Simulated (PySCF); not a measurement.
## Mo²⁶⁺: ionisation energy

Mo²⁶⁺ [Ne] 3s2 3p4 (3P) → Mo²⁷⁺ [Ne] 3s2 3p3 (4S), as a difference of total energies. All numbers are calculated (PySCF 2.14, the spin-free X2C one-electron Hamiltonian (Gaussian nucleus), in an even-tempered Gaussian basis (18 s from 2.9 bohr⁻², ratio 2.5; 12 p from 3.8 bohr⁻², ratio 2.5; 5 d from 19 bohr⁻², ratio 2.7; 4 f from 28 bohr⁻², ratio 2.7)). Correlated levels: outer shells: 1s2 frozen; virtual orbitals above 40 to 60 times the deepest correlated orbital energy dropped. The calculations carry no spin-orbit coupling.

```tsv
method	ionisation energy (eV)
UHF	1385.5
MP2 (outer shells)	1386.5
SCS-MP2 (outer shells)	1386.5
CCSD (outer shells)	1386.5
CCSD(T) (outer shells)	1386.5
```

Spin-orbit coupling is strong in these open shells (close to jj coupling). The scalar numbers leave it out and a first-order estimate fails, so it can dominate the gap to the real levels.

Breit and QED terms and the two-electron picture change are absent.

For comparison: 1385.1 ± 1.9 eV (semi-empirical (NIST evaluation); NIST Atomic Spectra Database, ionization energies).
